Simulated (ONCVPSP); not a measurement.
# Which change was made? (Bi, ONCV)

bismuth, optimised norm-conserving Vanderbilt (ONCV), made with ONCVPSP 4.0.1 (BLYP, fully relativistic). Core [Xe] 4f14, reference 5d10 6s1.5 6p3.5. Waves: 6s: rc 1.75 bohr, ncon 4, nbas 7, qcut 3 1/bohr, 3 projectors, debl 1.7 Ha; 6p: rc 1.90 bohr, ncon 3, nbas 6, qcut 4.4 1/bohr, 2 projectors, debl 3.6 Ha; 5d: rc 1.70 bohr, ncon 4, nbas 8, qcut 9.1 1/bohr, 3 projectors, debl 1.9 Ha. Local part: polynomial inside 1.45 bohr (lpopt 5, dvloc0 6 Ha). Core correction: Teter function, fcfact 5.25, rcfact 1.65.

Open shells are filled in proportion to 2j + 1.

Cutoffs, loose and tight: the cutoffs (Ha) at which the residual kinetic energy of the hardest occupied pseudo-wave falls to 1 and 0.1 mHa per electron. They do not see the model core or the augmentation charge, which bear on the density cutoff. Test errors are all-electron minus pseudo excitation energies from the reference, over the configurations 5d10 6s2 6p3; 5d10 6s2 6p2; 5d10 6s2 6p1; 5d10 6s1 6p4; variants that change the core or the reference have their own tests.

The base gives: outcome: generated; cutoff, loose: 28 Ha; cutoff, tight: 33 Ha; bound ghosts: s; GHOST(+) flags above zero: s, p3/2, p1/2; largest test error (meV): -28.

(1) After one change the result is: outcome: generated; cutoff, loose: 28 Ha; cutoff, tight: 33 Ha; bound ghosts: s; GHOST(+) flags above zero: s, p3/2, p1/2; largest test error (meV): -10. Which change was it?
A. core correction Teter function, fcfact 1.4, rcfact 1.65
B. core correction Teter function, fcfact 7.4, rcfact 1.65
C. core correction Teter function, fcfact 2.5, rcfact 1.65

Results:

(1) A. The others give: core correction Teter function, fcfact 7.4, rcfact 1.65 → outcome: generated; cutoff, loose: 28 Ha; cutoff, tight: 33 Ha; bound ghosts: s; GHOST(+) flags above zero: s, p3/2, p1/2; largest test error (meV): -36 | core correction Teter function, fcfact 2.5, rcfact 1.65 → outcome: generated; cutoff, loose: 28 Ha; cutoff, tight: 33 Ha; bound ghosts: s; GHOST(+) flags above zero: s, p3/2, p1/2; largest test error (meV): -16.
